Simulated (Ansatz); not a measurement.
```yaml
crystal:
  periodic: [false, false, false]
  atoms:
    - {symbol: B, position_ang: [-1.088618, 0.030966, -0.477535]}
    - {symbol: O, position_ang: [-0.755936, 0.194188, 0.865089]}
    - {symbol: Si, position_ang: [0.821830, -0.039834, 0.342443]}
    - {symbol: O, position_ang: [0.101803, -0.188694, -1.166429]}
    - {symbol: H, position_ang: [-2.180108, 0.071427, -0.945986]}
    - {symbol: H, position_ang: [1.460780, -1.274080, 0.844825]}
    - {symbol: H, position_ang: [1.701648, 1.138126, 0.491893]}
basis:
  gaussian: {orbitals: aug-cc-pVDZ}
magnetization: {spin_polarized: true, initial_magnetization: 1}
hamiltonian: {xc: {name: r2SCAN}}
scf: {lower_state_search: full}
output: {forces: true}
```

```sh
$ ansatz run in.yaml --threads 2 --pin off --events-out ev --progress --plain --max-ram 4352MiB
```

(1) How does Ansatz answer? (Estimate.)

Results:

(1) Ansatz gave: The input was rejected before any iteration.
```
Error: a molecule whose nuclei and cores have a total charge of 38 cannot have a net charge of 0 together with 1 unpaired electrons
```
